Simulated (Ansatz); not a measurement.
Relaxation of F4H2SZr (8 atoms, charge 0, multiplicity 1), to a largest force component of 0.03 eV/Å in at most 50 steps.

The calculation used RHF/def2-SVP in Ansatz.

```xyz
8
Properties=species:S:1:pos:R:3:forces:R:3
Zr -0.529 -0.091 -0.483 -0.28 -0.01 0.51
F -0.212 0.870 2.521 -0.24 -0.23 -0.17
F 1.078 -0.917 0.092 -0.01 0.00 0.00
F -0.275 1.748 -0.855 0.02 0.02 0.01
F -1.019 -0.964 -2.088 0.00 0.02 0.00
S -2.498 -0.493 1.067 0.23 0.01 -0.33
H -3.128 -1.423 0.340 0.01 0.00 0.03
H -0.887 0.398 2.909 0.27 0.18 -0.04
```

Problem. Where does it end, and by what steps?

Solution. It converged. The force dipped under the threshold on the way, but the program's further checks kept it going. After 27 steps the energy has fallen by 0.294 eV; H8 moved furthest, 1.28 Å. Joined: Zr1–F2 (3.17 → 2.44 Å).

| step | energy less start (eV) | largest force component (eV/Å) | accepted |
| --- | --- | --- | --- |
| 0 | 0.0000 | 0.510 | yes |
| 1 | -0.0386 | 1.413 | yes |
| 2 | -0.1742 | 1.097 | yes |
| 3 | -0.2034 | 0.789 | yes |
| 4 | -0.2290 | 0.327 | yes |
| 5 | -0.2452 | 0.327 | yes |
| 6 | -0.2540 | 0.173 | yes |
| 7 | -0.2571 | 0.021 | yes |
| 8 | -0.2574 | 0.036 | yes |
| 9 | -0.2577 | 0.174 | yes |
| 10 | -0.2591 | 0.060 | yes |
| 11 | -0.2595 | 0.143 | yes |
| 12 | -0.2499 | 1.023 | no |
| 13 | -0.2609 | 0.075 | yes |
| 14 | -0.2604 | 0.514 | no |
| 15 | -0.2622 | 0.069 | yes |
| 16 | -0.2635 | 0.187 | yes |
| 17 | -0.2651 | 0.379 | yes |
| 18 | -0.2704 | 0.210 | yes |
| 19 | -0.2815 | 0.146 | yes |
| 20 | -0.2832 | 0.181 | yes |
| 21 | -0.1902 | 2.552 | no |
| 22 | -0.2876 | 0.044 | yes |
| 23 | -0.2922 | 0.035 | yes |
| 24 | -0.2838 | 0.503 | no |
| 25 | -0.2928 | 0.029 | yes |
| 26 | -0.2930 | 0.151 | yes |
| 27 | -0.2936 | 0.004 | yes |

```xyz
8
Properties=species:S:1:pos:R:3
Zr -0.713 -0.069 -0.126
F -0.402 0.864 2.110
F 0.854 -0.833 0.693
F -0.520 1.765 -0.595
F -0.806 -0.959 -1.798
S -2.891 -0.720 0.893
H -3.319 -1.403 -0.177
H 0.327 0.482 2.504
```

The run took 55 s on 2 threads of Arm Neoverse V1, with other jobs on the host, peak memory 0.26 GiB.
